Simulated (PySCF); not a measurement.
# Heteronuclear NMR

Mapped SMILES: `[CH3:1][N:2]([CH3:3])[Si@H:4]([NH2:5])/[C:6]([F:7])=[CH:8]/[SiH3:9]`. Hydrogens are named by the atom that carries them.

Theory: geometry: GFN2-xTB, NMR shieldings at PBE0/pcSseg-1/GIAO, in PySCF 2.14 (one conformer, relativity neglected, no solvent model, averaged over atoms made equivalent by symmetry, fast rotation or ring inversion).

(1) What are the ¹⁹F shifts?

(2) What are the ²⁹Si shifts?

(3) Predict the ¹⁵N NMR data.

Answers

(1) 
| atoms | environment | σ (ppm) | δ (ppm) |
| --- | --- | --- | --- |
| F7 | vinylic fluorine | 239.9 | -70.5 |

Shieldings were converted by a linear fit to measured shifts: ¹⁹F (scatter 6.0 ppm rms, 7.0 ppm with the 5 outliers that the fit left out vs CFCl3, solution or neat liquid, with a term for F on sp3 carbon). Occasional misses reach two or three times the rms, and more in compound classes unlike the fitted ones.

On a 500 MHz spectrometer ¹⁹F resonates near 470.5 MHz, so 1 ppm is 470.5 Hz.

(2) 
```tsv
atoms	environment	σ (ppm)	δ (ppm)
Si4	silicon bonded to C, 2 N, H	383.0	-34.8
Si9	silicon bonded to C, 3 H	440.9	-82.4
```

Shieldings were converted by a linear fit to measured shifts: ²⁹Si: δ = 279.94 − 0.822σ (rms 8.9 ppm, 72 shifts, 25.8 ppm with the 6 outliers that the fit left out vs TMS, solution or neat liquid). Occasional misses reach two or three times the rms, and more in compound classes unlike the fitted ones.

On a 300 MHz spectrometer ²⁹Si resonates near 59.6 MHz, so 1 ppm is 59.6 Hz.

(3) 
```tsv
atoms	environment	σ (ppm)	δ (ppm)
N2	nitrogen bonded to 2 C, Si	243.7	-372.6
N5	nitrogen bonded to Si, 2 H	244.8	-373.6
```

Shieldings were converted by a linear fit to measured shifts: ¹⁵N: δ = -148.07 − 0.921σ (rms 6.3 ppm, 71 shifts vs CH3NO2, solution or neat liquid). A few per cent of atoms miss by over 2 rms, more outside the fitted compound classes.

On a 600 MHz spectrometer ¹⁵N resonates near 60.8 MHz, so 1 ppm is 60.8 Hz.
